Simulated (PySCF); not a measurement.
Gas-phase reaction: 2 WOF4 + 4 O → W2O6 + 4 F2

Method: PySCF energies (xtb for GFN2) plus ideal-gas RRHO corrections (1 bar). † marks an energy on the PBE0/def2-TZVP geometry and frequencies; other levels use their own. MP2 freezes the core. Open shells (unrestricted): O (multiplicity 3, electronic degeneracy 9); the rest are closed-shell singlets. GFN2 has no spin-polarisation term. Spin-orbit splitting is ignored; it lowers the true energy and changes the entropy of O. B3LYP is the form with VWN-RPA correlation. W: scalar-relativistic def2 core potential, no spin-orbit coupling. W2O6: computed as isolated molecules; such fragments, hydroxides, amides, oligomers or adducts are transient or little studied in the gas. MP2 isn't extrapolated to the basis-set limit; its ΔH°(298 K) is 729.2 kJ in def2-SVP and 608.0 kJ in def2-TZVPP. The harmonic model lacks anharmonicity and excited electronic states, which grow with temperature; levels with a mode under 35 cm⁻¹ are left out. Soft modes under 120 cm⁻¹ make the harmonic entropy rough for WOF4, W2O6.

ΔH° and ΔS° at 298 K: B3LYP/def2-TZVP† 705 kJ, -123 J/K; GFN2-xTB -194 kJ, -110 J/K; M06-2X/def2-TZVP† 727 kJ, -123 J/K; MP2/def2-SVP† 729 kJ, -123 J/K; MP2/def2-TZVPP† 608 kJ, -123 J/K; PBE/def2-SVP 527 kJ, -119 J/K.

With the heat capacities included, give log10 K (1 bar) at 500, 600, 1200, 1400, 1800 K from B3LYP/def2-TZVP†, GFN2-xTB, M06-2X/def2-TZVP†, MP2/def2-SVP†, MP2/def2-TZVPP†, PBE/def2-SVP.


```tsv
T (K)	B3LYP/def2-TZVP†	GFN2-xTB	M06-2X/def2-TZVP†	MP2/def2-SVP†	MP2/def2-TZVPP†	PBE/def2-SVP
500	-80.3	14.3	-82.6	-82.8	-70.2	-61.5
600	-68.2	10.9	-70.0	-70.3	-59.7	-52.4
1200	-38.1	1.9	-39.1	-39.2	-33.9	-30.1
1400	-33.9	0.6	-34.7	-34.8	-30.3	-26.9
1800	-28.3	-1.2	-28.9	-29.0	-25.5	-22.8
```
